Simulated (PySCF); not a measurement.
Dy²⁹⁺: fine-structure interval

Dy²⁹⁺ [Kr] 4d1 [4d3/2^1, M_J = 3/2] → Dy²⁹⁺ [Kr] 4d1 [4d5/2^1, M_J = 5/2], as a difference of total energies. Calculation: PySCF 2.14, in an uncontracted even-tempered set (17 s from 2.6 bohr⁻², ratio 2.8; 14 p from 3.4 bohr⁻², ratio 2.8; 9 d from 3.4 bohr⁻², ratio 2.8; 3 f from 12 bohr⁻², ratio 3); the two-component X2C-1e Hamiltonian. Correlated levels: [Ar] 3d10 frozen; the 96 highest virtual spinors dropped. "Screened" scales the spin-orbit matrix elements by Boettger's factors to mimic the two-electron term; Breit and QED terms are absent.

| method | fine-structure interval (cm⁻¹) |
| --- | --- |
| GHF (screened spin-orbit) | 84293 |
| GMP2 (screened spin-orbit) | 84425 |
| GHF (bare spin-orbit) | 99397 |
